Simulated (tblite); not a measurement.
Compound: C9H13P.
Numbering: `[CH3:1][c:2]1[cH:3][p:4][c:5]([CH3:6])[c:7]([CH3:8])[c:9]1[CH3:10]` (hydrogens: H11, H12, H13 on C1; H14 on C3; H15, H16, H17 on C6; H18, H19, H20 on C8; H21, H22, H23 on C10)

Method: GFN2-xTB as coded in tblite; computed harmonic values from a numerical Hessian at the method's own geometry, unscaled. Errors from tens to a few hundred cm⁻¹ against measured bands are possible.

Harmonic wavenumbers (cm⁻¹): 73.5, 89.1, 115.3, 155.4, 203.4, 230.8, 238.7, 270.9, 310.4, 356.0, 378.8, 412.5, 426.5, 434.5, 444.3, 502.7, 583.3, 621.5, 635.8, 798.9, 809.7, 902.6, 960.1, 1003.1, 1011.2, 1017.5, 1026.2, 1028.0, 1036.5, 1084.2, 1086.5, 1150.0, 1184.4, 1238.4, 1367.5, 1384.7, 1397.6, 1401.1, 1404.3, 1407.8, 1463.8, 1469.9, 1481.9, 1488.2, 1495.5, 1497.5, 1504.1, 1511.6, 1529.0, 1544.6, 2980.0, 2982.8, 2988.3, 2994.9, 3001.1, 3016.5, 3018.3, 3028.1, 3036.8, 3043.1, 3045.6, 3070.7, 3075.3.

A = 1540, B = 1118, C = 659.4 MHz; mass 152.075 u (most abundant isotopes); point group C1, symmetry number 1.

Zero-point energy?

Half the sum of the wavenumbers: 42226 cm⁻¹ = 120.73 kcal/mol.

What is S at 500 K and 1 bar for an ideal gas of classical rigid rotors and harmonic oscillators?

Translation 43.56, rotation 31.57, vibration 55.79: S = 130.9 cal/(mol K).

And Cp and H(500 K) − H(0)?

Cp = 66.52 cal/(mol K), of which vibrations give 58.57 (their classical limit is 63 R = 125.2); H(500 K) − H(0) = 18.97 kcal/mol without the zero-point energy, 14.99 from vibrations.

Blend soft modes into free rotors: weight 1/[1 + (100 cm⁻¹/ν̃)⁴] for the oscillator and the rest for a rotor with moment μB/(μ + B), μ = h/(8π²ν), B = 10⁻⁴⁴ kg m². What vibrational entropy results?

53.47 cal/(mol K) in place of 55.79, which changes −T·S at 500 K by +1.16 kcal/mol.

What must be added to the electronic energy to get the Gibbs energy at 500 K and 1 bar?

ZPE + [H(500 K) − H(0)] − T·S = 120.73 + 18.97 − 65.46 = 74.24 kcal/mol.

Hindered rotation and anharmonicity are outside this model. The structure is chiral; the term R ln 2 for an equal mix with its mirror image is left out.
